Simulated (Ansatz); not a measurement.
Geometry optimisation, Ansatz, RKS PBE0-D4/def2-SVP.

The input (input.yaml):

```yaml
crystal:
  periodic: [false, false, false]
  atoms:
    - { symbol: In, position_ang: [0.0, 0.0, 0.0] }
    - { symbol: O, position_ang: [0.0, 0.0, 1.99] }
    - { symbol: H, position_ang: [-0.9095, -0.2814, 2.3271] }
    - { symbol: O, position_ang: [1.7233, 0.0, -0.995] }
    - { symbol: H, position_ang: [2.0232, -0.9519, -1.1499] }
    - { symbol: O, position_ang: [-1.7233, 0.0, -0.995] }
    - { symbol: H, position_ang: [-2.233, -0.8467, -0.7865] }
basis:
  gaussian: { orbitals: def2-SVP }
hamiltonian:
  xc: pbe0
  dispersion: d4
relax:
  f_tol: 0.02
  max_steps: 40
output:
  orbitals: {}
```

Launched with:

```bash
$ ansatz run input.yaml --threads 1 --pin off --max-ram 2048MiB --backend cpu --events-out ev --progress --plain --runs-dir out
```

Q: Where does it end, and by what steps?

A: It converged. After 7 steps the energy has fallen by 0.353 eV; H5 moved furthest, 0.75 Å.

```csv
step,energy less start (eV),largest force component (eV/Å),accepted
0,0.0000,1.925,yes
1,-0.0218,3.016,yes
2,-0.2340,0.288,yes
3,-0.2593,0.182,yes
4,-0.3060,0.395,yes
5,-0.3335,0.173,yes
6,-0.3530,0.023,yes
7,-0.3533,0.008,yes
```

```xyz
7
Properties=species:S:1:pos:R:3
In 0.073 -0.282 0.113
O -0.095 -0.046 2.081
H -1.016 -0.034 2.367
O 1.885 -0.322 -0.690
H 1.827 -0.425 -1.648
O -1.470 -0.491 -1.140
H -2.323 -0.481 -0.692
```

Whether the end is a true minimum wasn't checked by a vibrational analysis.

The run took 29 s on 1 thread of Arm Neoverse V2 (shared host), peak memory 0.17 GiB.
